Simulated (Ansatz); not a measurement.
Species: MgCl, charge 0, doublet. MgCl (SMILES [Mg][Cl], doublet).
B3LYP-D3(BJ)/def2-TZVP minimum from Ansatz (a first-principles code):
```
Mg
Cl 1 2.2211
```
Charge 0, spin multiplicity 2.

Quantity: atomisation energy (electronic, to ground-state atoms), in kJ/mol. Radicals and triplets start from unrestricted determinants; spin-orbit coupling is neglected. Correlated methods leave the cores frozen. No relativity. CBS(X,Y): correlation extrapolated as X^-3, Hartree-Fock from the larger set. A bracket is a step between two methods taken in the basis named. Double hybrids freeze cores in their MP2 part. Where a partner has so few electrons that a lower coupled-cluster level is exact, that level stands in. The spin of ClMg ([Mg][Cl], doublet) was assumed, and the state is the lowest solution found for it.

CCSD(T)/CBS(def2-TZVPP,def2-QZVPP) + [CCSDT(Q) - CCSD(T)]/def2-QZVPP + [CCSDTQ - CCSDT(Q)]/def2-SVP (Ansatz) gives 329.7 kJ/mol.

Task: What does PBE/def2-TZVPD (Ansatz) give here, and how do the other levels compare?

Result: PBE gives 323.4 kJ/mol, 6.3 kJ/mol below it. Differences of the others: B3LYP/def2-TZVPD (Ansatz) -25.6; PBE0/def2-TZVPD (Ansatz) -5.8; B2PLYP/def2-TZVPD (Ansatz) -16.8; CCSD(T)/CBS(def2-TZVPP,def2-QZVPP) (Ansatz) -0.2 kJ/mol.
